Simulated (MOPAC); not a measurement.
Input for MOPAC: PM6 on BHI2 (SMILES IBI), a point of a bond scan (R = 3.699 Å).

```
PM6 1SCF PRECISE CHARGE=0 THREADS=1
BHI2

B     -0.70417345 1    -0.42698726 1    -0.46384859 1
H     -1.58315679 1    -0.95997341 1    -1.04284684 1
I     -0.17944932 1     3.19569717 1    -0.99441455 1
I      0.50063343 1    -1.58472360 1     0.83046480 1
```

Output:

```
*******************************************************************************
 **                                                                           **
 **                              MOPAC v23.2.5                                **
 **                                                                           **
 *******************************************************************************
 ** MOPAC's Digital Object Identifier: https://doi.org/10.5281/zenodo.6511958 **
 **                                                                           **
 ** Please cite the open-source release paper for use of this MOPAC version:  **
 ** J. E. Moussa and J. J. P. Stewart (2026)                                  **
 ** MOPAC: An open-source semiempirical molecular orbital program             **
 ** J. Open Source Softw., 11(119), 8025, https://doi.org/10.21105/joss.08025 **
 *******************************************************************************

                              PM6 CALCULATION RESULTS

 *******************************************************************************
 *  PM6        - The PM6 Hamiltonian to be used
 *
 *
 *
 *                 CHARGE ON SYSTEM = 0
 *
 *
 *
 *  PRECISE    - TIGHTER CRITERIA TO BE USED
 *  1SCF       - DO 1 SCF AND THEN STOP
 *  THREADS=1  - MULTI-THREADING NOT USED
 *  T=         - A TIME OF 172800.0 SECONDS REQUESTED
 *  DUMP=N     - RESTART FILE WRITTEN EVERY 7200.0 SECONDS REQUESTED
 *******************************************************************************
PM6 1SCF PRECISE CHARGE=0 THREADS=1
 BHI2

   ATOM   CHEMICAL          X               Y               Z
  NUMBER   SYMBOL      (ANGSTROMS)     (ANGSTROMS)     (ANGSTROMS)

     1       B         -0.70417345  *  -0.42698726  *  -0.46384859  *
     2       H         -1.58315679  *  -0.95997341  *  -1.04284684  *
     3       I         -0.17944932  *   3.19569717  *  -0.99441455  *
     4       I          0.50063343  *  -1.58472360  *   0.83046480  *



          CARTESIAN COORDINATES

    NO.       ATOM           X           Y           Z

     1         B         -0.7042     -0.4270     -0.4638
     2         H         -1.5832     -0.9600     -1.0428
     3         I         -0.1794      3.1957     -0.9944
     4         I          0.5006     -1.5847      0.8305

 General Reference for PM6:
 "Optimization of Parameters for Semiempirical Methods V: Modification of NDDO Approximations
 and Application to 70 Elements", J. J. P. Stewart, J. Mol. Mod., 13, 1173-1213 (2007)
 URL: https://link.springer.com/article/10.1007/s00894-007-0233-4

           Empirical Formula: H B I2  =     4 atoms



      MOLECULAR POINT GROUP   :   Cs


      RHF CALCULATION, NO. OF DOUBLY OCCUPIED LEVELS = 9


 -------------------------------------------------------------------------------
 PM6 1SCF PRECISE CHARGE=0 THREADS=1
 BHI2



     1SCF WAS SPECIFIED, SO BFGS WAS NOT USED
     SCF FIELD WAS ACHIEVED


                              PM6 CALCULATION
                                                       MOPAC v23.2.5 Linux




          FINAL HEAT OF FORMATION =        110.21779 KCAL/MOL =     461.15123 KJ/MOL


          COSMO AREA              =        143.49 SQUARE ANGSTROMS
          COSMO VOLUME            =        130.63 CUBIC ANGSTROMS

          IONIZATION POTENTIAL    =          8.559072 EV
          HOMO LUMO ENERGIES (EV) =         -8.559 -4.111
          NO. OF FILLED LEVELS    =          9
          MOLECULAR WEIGHT        =        265.6269         POINT GROUP:  Cs

          MOLECULAR DIMENSIONS (Angstroms)

            Atom       Atom       Distance
            I     4    I     3     5.16189
            H     2    I     4     2.43831
            B     1    I     3     0.00000


          SCF CALCULATIONS        =          1





   ATOM   CHEMICAL          X               Y               Z
  NUMBER   SYMBOL      (ANGSTROMS)     (ANGSTROMS)     (ANGSTROMS)

     1       B         -0.70417345  *  -0.42698726  *  -0.46384859  *
     2       H         -1.58315679  *  -0.95997341  *  -1.04284684  *
     3       I         -0.17944932  *   3.19569717  *  -0.99441455  *
     4       I          0.50063343  *  -1.58472360  *   0.83046480  *

                             CARTESIAN COORDINATES

   1    B       -0.704173450    -0.426987260    -0.463848590
   2    H       -1.583156790    -0.959973410    -1.042846840
   3    I       -0.179449320     3.195697170    -0.994414550
   4    I        0.500633430    -1.584723600     0.830464800


           Empirical Formula: H B I2  =     4 atoms



      MOLECULAR POINT GROUP   :   Cs


                  EIGENVALUES
 -21.87796 -18.03607 -17.92792 -13.07947 -11.66146 -11.47302  -8.60840  -8.59575
  -8.55907  -4.11112  -2.29445  -1.71544   2.91401 108.36663 108.48991 108.54350
 109.13945 109.14083 116.41510 116.55786 116.56456 117.02649 117.02654


              NET ATOMIC CHARGES AND DIPOLE CONTRIBUTIONS

  ATOM NO.   TYPE          CHARGE      No. of ELECS.   s-Pop       p-Pop       d-Pop
    1          B           0.503401        2.4966     1.24257     1.25403
    2          H           0.069523        0.9305     0.93048
    3          I          -0.488821        7.4888     1.99980     5.48887     0.00015
    4          I          -0.084103        7.0841     1.95506     5.12630     0.00275
 DIPOLE           X         Y         Z       TOTAL
 POINT-CHG.    -2.012    -8.216     0.530     8.475
 HYBRID         0.543     0.161     0.402     0.695
 SUM           -1.469    -8.055     0.932     8.241


          ATOMIC ORBITAL ELECTRON POPULATIONS

     Atom    s        px        py        pz      x^2-y^2     xz        z^2       yz        xy
    1  B   1.24257   0.52307   0.37200   0.35896
    2  H   0.93048
    3  I   1.99980   1.99306   1.51139   1.98442   0.00008   0.00000   0.00002   0.00002   0.00002
    4  I   1.95506   1.78790   1.62544   1.71296   0.00036   0.00080   0.00029   0.00069   0.00060

 **********************
 *                    *
 * JOB ENDED NORMALLY *
 *                    *
 **********************




 == MOPAC DONE ==
```

The run finished.

Cost: around 0.03 core-seconds (rough).
